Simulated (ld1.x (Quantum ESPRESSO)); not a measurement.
**Reading a pseudo-wave (boron)**

Columns: radius, all-electron u(r) and pseudo u(r) of the 2s shell (level -9.36 eV) of boron in the configuration [He] 2s2 2p1; PBEsol, scalar-relativistic, PAW scheme, ld1.x (Quantum ESPRESSO) 7.5.

| r (bohr) | all-electron | pseudo |
| --- | --- | --- |
| 0.113 | 0.2817 | -0.0908 |
| 0.225 | 0.2861 | -0.1792 |
| 0.338 | 0.1720 | -0.2652 |
| 0.450 | 0.0174 | -0.3459 |
| 0.563 | -0.1425 | -0.4215 |
| 0.675 | -0.2875 | -0.4895 |
| 0.788 | -0.4131 | -0.5504 |
| 0.900 | -0.5154 | -0.6026 |
| 1.013 | -0.5962 | -0.6465 |
| 1.125 | -0.6554 | -0.6813 |
| 1.238 | -0.6965 | -0.7075 |
| 1.350 | -0.7212 | -0.7247 |
| 1.463 | -0.7327 | -0.7332 |
| 1.575 | -0.7331 | -0.7331 |
| 1.688 | -0.7244 | -0.7244 |
| 1.800 | -0.7090 | -0.7090 |
| 1.913 | -0.6879 | -0.6879 |
| 2.025 | -0.6631 | -0.6631 |
| 2.138 | -0.6352 | -0.6352 |
| 2.250 | -0.6057 | -0.6057 |
| 2.363 | -0.5747 | -0.5747 |
| 2.475 | -0.5435 | -0.5435 |
| 2.588 | -0.5121 | -0.5121 |
| 2.700 | -0.4812 | -0.4812 |
| 2.813 | -0.4508 | -0.4508 |
| 2.925 | -0.4216 | -0.4216 |

Q: How many radial nodes do the two functions have?

A: The all-electron 2s function has n − l − 1 = 1; the pseudo-wave has 0, since the states of the same l below it are removed with the core.

Q: At about which radius was the pseudo-wave matched?

A: 1.60 bohr. The columns agree to 0.0005 from 1.46 bohr on; several derivatives are matched, so the curves merge somewhat inside the radius.

Q: Is the pseudo-wave norm-conserving?

A: No, it belongs to a PAW set: the norm inside the radius is not constrained, and the difference is carried by the augmentation charge.
